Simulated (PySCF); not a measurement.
C3H6B, CH4BN, CH6BNSi, CH3BClSi and others (calculated)

All values are calculated (PySCF 2.14.0). Calculation on a computer-drawn molecule: the log of a Hartree-Fock and frozen-core CCSD(T) single point meant for a local Hartree-Fock minimum, with one planted fault or none, to be diagnosed. Offsets are logged minus clean, where the clean run is the same molecule without the fault. The reference is restricted for singlets and unrestricted otherwise, and also for a bond in bohr or an excited solution. Adding or removing an electron swaps singlet and doublet. The excited solution moves the top pair (singlet) or top alpha electron (doublet) to the lowest empty orbital. Highest occupied and lowest empty are orbital energies over both spins, largest force is the largest gradient component, triples share is (T) over the correlation energy, the T1 limit is 0.02 restricted and 0.045 unrestricted, electrons count all cores, a negative frequency is imaginary (commonest isotopes), and the dipole is about the centre of nuclear charge.

Common to all runs: logged SCF converged yes; possible faults no fault, one electron removed, one electron added, multiplicity raised by two, geometry at a saddle point, SCF held on an excited solution, minimal basis STO-3G, one bond length entered in bohr, all coordinates scaled.

(1) C3H6B

Logged structure:
```xyz
10
C3H6B
B     -3.2751    -0.0744    -1.0888
C     -2.5601     0.5559    -0.0853
C     -1.0511     0.6137     0.1117
C     -0.6131    -0.0272     1.3993
H     -3.9049    -0.5994    -1.9325
H     -3.1561     1.0684     0.6703
H     -0.5501     0.1251    -0.7273
H     -0.7294     1.6590     0.0978
H     -0.7128     1.0287     3.1533
H     -0.5819    -1.1084     1.4737
```

| Quantity | Value |
| --- | --- |
| meant charge | 0 |
| meant multiplicity | 2 |
| meant basis | cc-pVDZ |
| logged electrons | 29 |
| logged basis functions | 86 |
| logged spin squared | 1.4899 |
| logged highest occupied | -8.6472 eV |
| logged lowest empty | 2.2395 eV |
| logged largest force | 0.020107 hartree/bohr |
| logged T1 diagnostic | 0.047772 |
| logged D1 diagnostic | 0.21166 |
| logged triples share | 0.0376 |
| logged CC converged | yes |
| logged dipole magnitude | 1.4195 debye |
| logged SCF stable within its kind | yes |
| logged energy HF | -141.54609 hartree |
| logged energy CCSD(T) | -142.06963 hartree |
| planted fault | one bond length entered in bohr, row 8 of the drawn bonds |
| HF energy offset from clean run | 77.4 kcal/mol |
| CCSD(T) energy offset from clean run | 83.84 kcal/mol |

Drawn bonds:
```tsv
atom	other atom	order
1	2	2
2	3	1
3	4	1
1	5	1
2	6	1
3	7	1
3	8	1
4	9	1
4	10	1
```

Notes: T1 above single-reference limit.

(2) C3H6B

Logged structure:
```xyz
10
C3H6B
B     -3.2751    -0.0744    -1.0888
C     -2.5601     0.5559    -0.0853
C     -1.0511     0.6137     0.1117
C     -0.6131    -0.0272     1.3993
H     -3.9049    -0.5994    -1.9325
H     -3.1561     1.0684     0.6703
H     -0.5501     0.1251    -0.7273
H     -0.7294     1.6590     0.0978
H     -0.6659     0.5315     2.3275
H     -0.5819    -1.1084     1.4737
```

| Quantity | Value |
| --- | --- |
| meant charge | 0 |
| meant multiplicity | 2 |
| meant basis | cc-pVDZ |
| logged electrons | 29 |
| logged basis functions | 86 |
| logged spin squared | 0.7633 |
| logged highest occupied | -8.4466 eV |
| logged lowest empty | 2.3705 eV |
| logged largest force | 2.714e-05 hartree/bohr |
| logged lowest frequency | 128.54 cm⁻¹ |
| logged T1 diagnostic | 0.012641 |
| logged D1 diagnostic | 0.039626 |
| logged triples share | 0.031504 |
| logged CC converged | yes |
| logged dipole magnitude | 0.68782 debye |
| logged SCF stable within its kind | yes |
| logged energy HF | -141.66944 hartree |
| logged energy CCSD(T) | -142.20323 hartree |
| planted fault | no fault |
| HF energy offset from clean run | 0 kcal/mol |
| CCSD(T) energy offset from clean run | 0 kcal/mol |

Drawn bonds:
```tsv
atom	other atom	order
1	2	2
2	3	1
3	4	1
1	5	1
2	6	1
3	7	1
3	8	1
4	9	1
4	10	1
```

(3) CH4BN

Logged structure:
```xyz
7
CH4BN
B     -0.4326     1.2032    -0.8640
C      0.7615     0.5869    -0.5023
N      1.7977    -0.0576    -1.2216
H     -1.4291     1.7837    -1.0923
H      0.9681     0.6879     0.5652
H      1.5330    -0.2494    -2.1704
H      2.0409    -0.9344    -0.7944
```

| Quantity | Value |
| --- | --- |
| meant charge | 0 |
| meant multiplicity | 1 |
| meant basis | cc-pVDZ |
| logged electrons | 23 |
| logged basis functions | 62 |
| logged spin squared | 0.875 |
| logged highest occupied | 0.48042 eV |
| logged lowest empty | 9.5037 eV |
| logged largest force | 0.031374 hartree/bohr |
| logged T1 diagnostic | 0.028432 |
| logged D1 diagnostic | 0.11609 |
| logged triples share | 0.031332 |
| logged CC converged | yes |
| logged dipole magnitude | 4.8381 debye |
| logged SCF stable within its kind | yes |
| logged energy HF | -119.19433 hartree |
| logged energy CCSD(T) | -119.63605 hartree |
| planted fault | one electron added |
| HF energy offset from clean run | 32.72 kcal/mol |
| CCSD(T) energy offset from clean run | 22.81 kcal/mol |

Drawn bonds:
```tsv
atom	other atom	order
1	2	2
2	3	1
1	4	1
2	5	1
3	6	1
3	7	1
```

Notes: highest electron not bound in this basis.

(4) CH4BN

Structure as in entry 3.

| Quantity | Value |
| --- | --- |
| meant charge | 0 |
| meant multiplicity | 1 |
| meant basis | cc-pVDZ |
| logged electrons | 22 |
| logged basis functions | 62 |
| logged spin squared | 0 |
| logged highest occupied | -4.5463 eV |
| logged lowest empty | -0.53009 eV |
| logged largest force | 0.1554 hartree/bohr |
| logged dipole magnitude | 5.031 debye |
| logged SCF stable within its kind | no |
| logged energy HF | -119.02518 hartree |
| planted fault | SCF held on an excited solution |
| HF energy offset from clean run | 138.9 kcal/mol |

Drawn bonds:
```tsv
atom	other atom	order
1	2	2
2	3	1
1	4	1
2	5	1
3	6	1
3	7	1
```

Notes: coupled-cluster numbers left out as unreliable.

(5) CH6BNSi

Logged structure:
```xyz
10
CH6BNSi
B     -0.5904    -3.3662    -0.2877
C     -0.5171    -2.3825     0.6507
N     -1.4254    -1.8141     1.5124
Si    -3.0933    -1.8008     1.2956
H     -0.5556    -4.1501    -1.1254
H      0.4621    -1.9581     0.6780
H     -1.0297    -1.3707     2.2863
H     -3.4991    -1.0134     0.1501
H     -3.6719    -1.2463     2.4985
H     -3.5886    -3.1471     1.0807
```

| Quantity | Value |
| --- | --- |
| meant charge | 0 |
| meant multiplicity | 1 |
| meant basis | cc-pV(D+d)Z |
| logged electrons | 38 |
| logged basis functions | 95 |
| logged spin squared | 0 |
| logged highest occupied | -7.7177 eV |
| logged lowest empty | 2.263 eV |
| logged largest force | 0.019741 hartree/bohr |
| logged T1 diagnostic | 0.011989 |
| logged D1 diagnostic | 0.029516 |
| logged triples share | 0.029076 |
| logged CC converged | yes |
| logged dipole magnitude | 1.0169 debye |
| logged SCF stable within its kind | yes |
| logged energy HF | -409.36064 hartree |
| logged energy CCSD(T) | -409.90153 hartree |
| planted fault | all coordinates scaled, by -2.3 % |
| HF energy offset from clean run | 3.627 kcal/mol |
| CCSD(T) energy offset from clean run | 6.575 kcal/mol |

Drawn bonds:
```tsv
atom	other atom	order
1	2	2
2	3	1
3	4	1
1	5	1
2	6	1
3	7	1
4	8	1
4	9	1
4	10	1
```

(6) CH3BClSi

Logged structure:
```xyz
7
CH3BClSi
B     -0.8959     0.7970     0.4854
C     -2.0412    -0.0274     0.4143
Si    -2.1676    -1.5988     1.1485
Cl    -0.6698    -2.3948     2.1764
H      0.0628     1.4681     0.5543
H     -2.9102     0.3380    -0.1346
H     -3.3636    -2.4233     1.0594
```

| Property | Result |
| --- | --- |
| meant charge | 1 |
| meant multiplicity | 1 |
| meant basis | cc-pV(D+d)Z |
| logged electrons | 45 |
| logged basis functions | 89 |
| logged spin squared | 0.8859 |
| logged highest occupied | -6.1364 eV |
| logged lowest empty | 1.8251 eV |
| logged largest force | 0.035905 hartree/bohr |
| logged T1 diagnostic | 0.024413 |
| logged D1 diagnostic | 0.10132 |
| logged triples share | 0.03235 |
| logged CC converged | yes |
| logged dipole magnitude | 1.6583 debye |
| logged SCF stable within its kind | yes |
| logged energy HF | -812.67673 hartree |
| logged energy CCSD(T) | -813.16137 hartree |
| planted fault | one electron added |
| HF energy offset from clean run | -122.4 kcal/mol |
| CCSD(T) energy offset from clean run | -131.3 kcal/mol |

Drawn bonds:
```tsv
atom	other atom	order
1	2	2
2	3	1
3	4	1
1	5	1
2	6	1
3	7	1
```

(7) CH3BClSi

Logged structure:
```xyz
7
CH3BClSi
B     -0.3417     1.1149    -1.6225
C     -1.6754     0.2645     0.4561
Si    -0.9808    -1.2427     1.2449
Cl    -0.4727    -0.9409     3.2490
H      0.3108     1.4374    -2.5452
H     -2.5832     0.7056     0.8501
H      0.2490    -1.6659     0.5341
```

| Quantity | Value |
| --- | --- |
| meant charge | 0 |
| meant multiplicity | 2 |
| meant basis | cc-pV(D+d)Z |
| logged electrons | 45 |
| logged basis functions | 89 |
| logged spin squared | 1.9815 |
| logged highest occupied | -8.9947 eV |
| logged lowest empty | 1.2637 eV |
| logged largest force | 0.023953 hartree/bohr |
| logged T1 diagnostic | 0.072567 |
| logged D1 diagnostic | 0.28728 |
| logged triples share | 0.042025 |
| logged CC converged | yes |
| logged dipole magnitude | 2.6206 debye |
| logged SCF stable within its kind | yes |
| logged energy HF | -812.51401 hartree |
| logged energy CCSD(T) | -812.98057 hartree |
| planted fault | withheld |

Drawn bonds:
```tsv
atom	other atom	order
1	2	2
2	3	1
3	4	1
1	5	1
2	6	1
3	7	1
```

Notes: T1 above single-reference limit.

(8) C2H5BSi

Logged structure:
```xyz
9
C2H5BSi
B     -1.0124    -0.6136     1.4867
C     -1.8335    -1.7135     1.4549
Si    -1.7588    -2.3854    -0.2849
C     -0.5453    -1.2207    -1.2604
H     -0.2880     0.3073     1.4041
H     -2.4612    -2.2222     2.1683
H     -0.8996    -0.1867    -1.3392
H      0.4730    -1.1968    -0.8570
H     -0.4756    -1.6111    -2.2789
```

| Property | Result |
| --- | --- |
| meant charge | 0 |
| meant multiplicity | 1 |
| meant basis | cc-pV(D+d)Z |
| logged electrons | 36 |
| logged basis functions | 90 |
| logged spin squared | 0 |
| logged highest occupied | -4.8962 eV |
| logged lowest empty | -1.7962 eV |
| logged largest force | 0.039997 hartree/bohr |
| logged CC converged | no |
| logged dipole magnitude | 0.63666 debye |
| logged SCF stable within its kind | no |
| logged energy HF | -391.94238 hartree |
| planted fault | withheld |

Drawn bonds:
```tsv
atom	other atom	order
1	2	2
2	3	1
3	4	1
1	5	1
2	6	1
4	7	1
4	8	1
4	9	1
```

Notes: CCSD not converged.

Questions
1. Give the missing planted fault for CH3BClSi (entry 7).
2. Give the missing planted fault for C2H5BSi (entry 8).

Answers
1. one bond length entered in bohr, row 1 of the drawn bonds
2. SCF held on an excited solution

Further results for CH3BClSi (entry 7):

| Property | Result |
| --- | --- |
| HF energy offset from clean run | 122.9 kcal/mol |
| CCSD(T) energy offset from clean run | 132.7 kcal/mol |

Further results for C2H5BSi (entry 8):

| Item | Value |
| --- | --- |
| HF energy offset from clean run | 148.5 kcal/mol |
